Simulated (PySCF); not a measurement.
Al(Cl)(GeH3)(Me) (CH6AlClGe), SMILES [Al]([Cl])([GeH3])[CH3]. Atoms are numbered in the order given.

```xyz
10

Al    -0.0584     0.4719    -0.7231
Cl     1.8787     0.1291    -1.5463
Ge    -0.5319    -0.6621     1.4271
H     -0.4278    -2.2085     1.2967
H      0.4782    -0.2455     2.5338
H     -1.9553    -0.3493     1.9715
C     -1.2778     1.6553    -1.6928
H     -2.3193     1.2713    -1.6776
H     -0.9671     1.8059    -2.7462
H     -1.2983     2.6530    -1.2017
```

Coordinates come from a PBE-D3(BJ)/def2-SVP optimisation. The structure was generated by enumeration; whether it is a known compound was not checked.

All values below come from PBE-D3(BJ)/def2-SVP run with PySCF.

Frequencies are harmonic and unscaled.

A small imaginary wavenumber (i) marks a very flat motion, where grid noise or a shallow saddle decides the sign.

Computed normal modes with their intensities:
| mode | ν (cm⁻¹) | IR (km/mol) | moving atoms (share of kinetic energy) |
|---|---|---|---|
| 1 | 15i | 0.0 | H 98 % |
| 2 | 17 | 0.0 | H 96 % |
| 3 | 88 | 3.1 | Cl 41 %, Al 18 %, Ge 16 %, H 13 %, C 13 % |
| 4 | 137 | 4.9 | C 36 %, H 24 %, Cl 20 %, Ge 19 % |
| 5 | 146 | 9.8 | Al 61 %, H 24 % |
| 6 | 285 | 6.0 | Al 34 %, Ge 24 %, C 17 %, Cl 16 %, H 8 % |
| 7 | 371 | 4.1 | H 90 % |
| 8 | 395 | 8.4 | H 89 % |
| 9 | 498 | 59.3 | Al 47 %, Cl 34 %, H 11 % |
| 10 | 605 | 22.3 | H 74 %, C 17 %, Al 8 % |
| 11 | 655 | 65.0 | Al 45 %, C 36 %, H 16 % |
| 12 | 673 | 159.0 | H 70 %, C 19 %, Al 11 % |
| 13 | 761 | 123.4 | H 95 % |
| 14 | 855 | 31.1 | H 99 % |
| 15 | 856 | 27.4 | H 99 % |
| 16 | 1158 | 17.0 | H 80 %, C 20 % |
| 17 | 1368 | 1.4 | H 96 % |
| 18 | 1370 | 5.1 | H 95 % |
| 19 | 2050 | 76.1 | H 100 % |
| 20 | 2064 | 95.8 | H 98 % |
| 21 | 2065 | 112.9 | H 98 % |
| 22 | 2963 | 0.9 | H 97 % |
| 23 | 3053 | 1.8 | H 91 %, C 9 % |
| 24 | 3082 | 1.6 | H 91 %, C 9 % |
